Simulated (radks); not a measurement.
Values are calculated unless marked as measured or tabulated.
The tellurium anion Te2-, [Xe], held by a Watson sphere: a shell of charge +2.92 at radius R that stands for the Madelung well of a crystal (potential energy -2.92/R inside, -2.92/r outside, in hartree with lengths in bohr). Level of theory: scalar-relativistic Kohn-Sham, r2SCAN, spin-polarised, spherical densities, finite nucleus; meta-GGA in the generalised Kohn-Sham scheme; Fermi nuclear charge, rms radius of each element as measured or else 0.836 A^(1/3) + 0.57 fm (a radial shooting solver on a logarithmic mesh with Libxc functionals).

[
 {"R (bohr)": "3.12", "e(4d) (eV)": "-47.390", "e(5s) (eV)": "-22.196", "e(5p) (eV)": "-13.381", "<r> 5p (bohr)": "2.673", "sum of <r^2> (bohr^2)": "78.64", "X-ray form factor at sin(theta)/lambda = 0.3 1/angstrom": "35.943"},
 {"R (bohr)": "3.68", "e(4d) (eV)": "-46.041", "e(5s) (eV)": "-20.328", "e(5p) (eV)": "-11.786", "<r> 5p (bohr)": "2.814", "sum of <r^2> (bohr^2)": "84.74", "X-ray form factor at sin(theta)/lambda = 0.3 1/angstrom": "36.006"},
 {"R (bohr)": "4.23", "e(4d) (eV)": "-44.911", "e(5s) (eV)": "-18.831", "e(5p) (eV)": "-10.391", "<r> 5p (bohr)": "2.932", "sum of <r^2> (bohr^2)": "90.16", "X-ray form factor at sin(theta)/lambda = 0.3 1/angstrom": "36.038"},
 {"R (bohr)": "4.27", "e(4d) (eV)": "-44.835", "e(5s) (eV)": "-18.733", "e(5p) (eV)": "-10.296", "<r> 5p (bohr)": "2.940", "sum of <r^2> (bohr^2)": "90.53", "X-ray form factor at sin(theta)/lambda = 0.3 1/angstrom": "36.040"},
 {"R (bohr)": "4.7", "e(4d) (eV)": "-44.054", "e(5s) (eV)": "-17.761", "e(5p) (eV)": "-9.344", "<r> 5p (bohr)": "3.018", "sum of <r^2> (bohr^2)": "94.39", "X-ray form factor at sin(theta)/lambda = 0.3 1/angstrom": "36.051"},
 {"R (bohr)": "4.89", "e(4d) (eV)": "-43.732", "e(5s) (eV)": "-17.375", "e(5p) (eV)": "-8.957", "<r> 5p (bohr)": "3.050", "sum of <r^2> (bohr^2)": "96.02", "X-ray form factor at sin(theta)/lambda = 0.3 1/angstrom": "36.054"},
 {"R (bohr)": "5.07", "e(4d) (eV)": "-43.440", "e(5s) (eV)": "-17.030", "e(5p) (eV)": "-8.608", "<r> 5p (bohr)": "3.078", "sum of <r^2> (bohr^2)": "97.52", "X-ray form factor at sin(theta)/lambda = 0.3 1/angstrom": "36.056"},
 {"R (bohr)": "5.86", "e(4d) (eV)": "-42.294", "e(5s) (eV)": "-15.725", "e(5p) (eV)": "-7.267", "<r> 5p (bohr)": "3.188", "sum of <r^2> (bohr^2)": "103.7", "X-ray form factor at sin(theta)/lambda = 0.3 1/angstrom": "36.062"}
]
